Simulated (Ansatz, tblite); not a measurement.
Forces on the cluster Si4Se4⁺ at its PBE-D4/def2-SVP geometry. The state is a doublet with charge 1.

The xTB rows come from tblite. Another isomer (doublet) lies 0.73 eV lower at PBE0-D4/def2-TZVP; other spin states weren't run for this one.

GFN1-xTB (tblite), largest force 1.13 eV/Å:

```xyz
8
positions Å, forces eV/Å
Si    2.864    0.625   -0.872   -0.811    0.392    0.002
Si   -0.260    0.590   -0.802    0.336    0.483   -0.381
Si    0.662   -1.429    2.273   -0.722    0.229   -0.206
Si   -1.888   -0.962   -0.464   -0.301   -0.952    0.538
Se   -2.377    1.348   -0.322    0.460    0.184   -0.089
Se   -1.425   -2.016    1.623    0.687    0.616   -0.377
Se    1.193    0.709    1.018    0.374   -0.758   -0.240
Se    1.232    1.137   -2.454   -0.024   -0.195    0.754
```

GFN2-xTB (tblite), largest force 1.58 eV/Å:

```
Si 0.198 0.125 -0.038
Si 0.598 0.503 -0.375
Si -0.044 -0.111 0.258
Si -1.018 -1.173 -0.291
Se -0.422 0.555 0.166
Se 0.119 -0.015 0.329
Se 0.322 -0.068 0.270
Se 0.247 0.185 -0.319
```

PBE-D4/def2-TZVP (Ansatz), largest force 0.21 eV/Å:

```
Si -0.197 0.041 -0.011
Si 0.026 -0.043 0.059
Si -0.126 0.063 -0.096
Si 0.128 0.137 0.087
Se 0.095 -0.113 -0.019
Se 0.088 0.070 -0.049
Se -0.021 -0.105 -0.137
Se 0.007 -0.050 0.165
```
